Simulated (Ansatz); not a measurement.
`C[C]([GeH3])=[Se]` + `[OH][GeH2][F]` → `[OH][GeH]([F])[GeH3]` + `CC=[Se]`  (formal exchange of groups at a Ge–C bond)

Isolated molecules relaxed with PBE0-D4/def2-TZVP in Ansatz; ΔE leaves out vibrations. CCSD(T)/CBS adds triple-zeta CCSD(T) − MP2 to the extrapolated MP2 energy (def2 sets, frozen cores). DFT in def2-TZVPP. For Ge, Se outer-core shells are correlated without core-valence functions, which leaves a few kJ/mol of doubt a bond. Scalar relativity is left out up to krypton. Each species was taken in one conformer, which may not be the lowest.

Question: Is it downhill or uphill in electronic energy at CCSD(T)/CBS, and by how much? (Estimate.)

Answer: Computed: Downhill: ΔE = -0.40 eV.

Question: What do these levels give: BLYP-D4, ωB97M-V, BHLYP, HF/def2-SVP, SCS-MP2/def2-QZVPP, CCSD/CBS(def2)? (Best estimate.)

Answer: Ansatz gave: BLYP-D4 -0.50, ωB97M-V -0.46, BHLYP -0.51, HF/def2-SVP -0.44, SCS-MP2/def2-QZVPP -0.34, CCSD/CBS(def2) -0.43 eV.

Largest T1 diagnostic among the species: 0.016.

Leaving LDA and LC-ωPBE aside and taking each functional with its dispersion term where it has one, the values, not all of them listed here, spread over 0.09 eV, from PBE-D4 to PBE-QIDH. LDA lies +0.06 eV from PBE without D4. From BLYP to BHLYP (50 % exact exchange), in def2-TZVPP and without D4, ΔE moves by +0.05 eV.
